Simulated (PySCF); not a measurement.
Nb(F)6, F₆Nb (anion, charge -1), SMILES [F][Nb-]([F])([F])([F])([F])[F], singlet at its B3LYP/def2-SVP optimised geometry (Å):

```
7

Nb     0.0000     0.0005     0.0000
F      1.9079     0.0005     0.0000
F     -1.9079     0.0001     0.0016
F      0.0017    -1.4194     1.2751
F      0.0010     1.2784     1.4168
F     -0.0023    -1.2759    -1.4181
F     -0.0009     1.4194    -1.2763
```

Calculation: PySCF with B3LYP/def2-TZVPD, def2 effective core potentials past Kr. The core electrons that the potentials of Nb replace are not part of the density. Cells within 0.4 Å of a nucleus heavier than hydrogen are left out (blank, or x).

Map of the deformation density (molecule minus spherical neutral atoms) (e/bohr³) on the plane z = 1.2 Å:

```
|1111111111111111111111111111111|
|1111111111111111111111111111111|
|1111111111111111111111111111111|
|1111111111111111111111111111111|
|1111111111111111111111111111111|
|1111111111111222221111111111111|
|1111111111112222222111111111111|
|1111111111122222222211111111111|
|1111111111122233322211111111111|
|111111111112235x532211111111111|
|11111111111234xxx43211111111111|
|111111111112358x853211111111111|
|1111111111112489852111111111111|
|1111122211111245421111122211111|
|1111222221100011100011222221111|
|1111222221100000000011222221111|
|1111222221100000000011222221111|
|1111122211111233321111122211111|
|1111111111112468642111111111111|
|111111111111357x753211111111111|
|11111111111234xxx43211111111111|
|11111111111224xxx42211111111111|
|1111111111122245422211111111111|
|1111111111122222222211111111111|
|1111111111122222222211111111111|
|1111111111112222222111111111111|
|1111111111111222221111111111111|
|1111111111111111111111111111111|
|1111111111111111111111111111111|
|1111111111111111111111111111111|
|1111111111111111111111111111111|
```
Scale: ten equal steps from -0.009 (start of '0') to 0.037 (end of '9'), in the order '0123456789'; x runs from -4.00 to 4.00, y from -4.00 (bottom) to 4.00 (top).
